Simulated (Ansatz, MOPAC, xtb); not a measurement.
Complex: CH5N (SMILES CN) (first 7 atoms) with CH6Si (SMILES C[SiH3]); geometry from B3LYP-D3(BJ)/def2-TZVP, rigid monomers moved along the line of their centres of mass till H6···Si9 is 3.70 Å.
(charge 0, multiplicity 1):
```xyz
15

C     -0.979     0.271     0.089
N      0.428     0.158     0.470
H     -1.235    -0.549    -0.584
H     -1.127     1.201    -0.462
H     -1.688     0.256     0.927
H      0.596    -0.706     0.972
H      0.696     0.917     1.084
C      1.534    -0.206     4.698
Si    -0.327    -0.079     4.498
H      1.807    -1.144     5.186
H      1.914     0.614     5.311
H      2.042    -0.168     3.734
H     -0.846    -1.196     3.673
H     -0.701     1.197     3.841
H     -0.991    -0.131     5.824
```

Monomers are frozen at their geometry in the pair; levels with a basis set take the counterpoise correction.

Cores are frozen in the correlated methods. The state that PM3 reach isn't checked.

Programs: Ansatz (a first-principles code); MOPAC for PM3 (differences of heats of formation); xtb for the GFN methods. Each number belongs to the level named beside it.

Q: One of these levels gives -41.6 meV for the interaction energy. Name it.
A. GFN1-xTB
B. MP2/aug-cc-pV(D+d)Z
C. PM3

A: B, MP2/aug-cc-pV(D+d)Z. The others give -23.2 (PM3), -65.1 (GFN1-xTB)
